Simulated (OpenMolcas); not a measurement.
**AsI3 (arsenic triiodide): the vertical ionisation energy from total energies**

The species is AsI3 (4 atoms), meant as a singlet with charge 0. SMILES: `I[As](I)I`. The shape comes from GFN2-xTB, which is rough for such elements, and wasn't checked as a minimum.

```jsonl
{"atom": "I", "x (Å)": "0.8015", "y (Å)": "0.7487", "z (Å)": "2.0176"}
{"atom": "As", "x (Å)": "-0.7715", "y (Å)": "-0.2092", "z (Å)": "0.2668"}
{"atom": "I", "x (Å)": "0.6240", "y (Å)": "-2.0891", "z (Å)": "-0.7210"}
{"atom": "I", "x (Å)": "-0.6540", "y (Å)": "1.5496", "z (Å)": "-1.5634"}
```

Both states at this one shape; open shells run unrestricted unless said. 1 Eh = 27.2114 eV.

| level | program | singlet AsI3 (Eh) | doublet [AsI3]+ (Eh) | HOMO of the first (eV) |
| --- | --- | --- | --- | --- |
| B3LYP5/ANO-RCC-MB (DKH2) | OpenMolcas | -23601.647404 | -23601.279600 | -7.87 |
| B3LYP5/ANO-RCC-VDZ (DKH2) | OpenMolcas | -23601.703119 | -23601.362479 | -7.39 |
| B3LYP5/ANO-RCC-VDZP (DKH2, RICD fitting) | OpenMolcas | -23601.775403 | -23601.443568 | -7.17 |

Task: Work out the vertical ionisation energy at each level.

Result: 
1. B3LYP5/ANO-RCC-MB (DKH2): -23601.279600 − (-23601.647404) = 0.367804 Eh = 10.01 eV; −ε(HOMO) = 7.87 eV.
2. B3LYP5/ANO-RCC-VDZ (DKH2): -23601.362479 − (-23601.703119) = 0.340640 Eh = 9.27 eV; −ε(HOMO) = 7.39 eV.
3. B3LYP5/ANO-RCC-VDZP (DKH2, RICD fitting): -23601.443568 − (-23601.775403) = 0.331835 Eh = 9.03 eV; −ε(HOMO) = 7.17 eV.

No measured value is set beside it here; the levels span 9.03 to 10.01 eV. Spin-orbit coupling, which splits open shells on such heavy atoms by tenths of an eV, is left out. Minimal sets are far from the basis-set limit.
